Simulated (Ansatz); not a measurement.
Consider the redistribution: `C[CH]([SiH3])[AlH][NH2]` + `[AlH2][BH]Cl` → `[NH2][AlH][AlH2]` + `CC([SiH3])BCl`.

Gas-phase electronic energies from Ansatz, PBE0-D4/def2-TZVP geometries. CCSD(T)/CBS is the MP2 limit (def2-TZVPP, def2-QZVPP) plus CCSD(T) − MP2 in def2-TZVPP, frozen cores. DFT in def2-TZVPP. Each species was taken in one conformer, which may not be the lowest.

```csv
level,ΔE (kcal/mol)
B2PLYP,-12.3
SCS-MP2/def2-TZVPP,-12.4
MP2/def2-QZVPP,-12.1
SCS-MP2/def2-QZVPP,-12.0
```

(1) What does CCSD(T)/CBS give? (An estimate is asked.)

Largest T1 diagnostic among the species: 0.013.

## Answers

(1) Ansatz gave: -12.4 kcal/mol. The listed levels differ from it by 0.1, 0.0, 0.3, 0.4 kcal/mol.
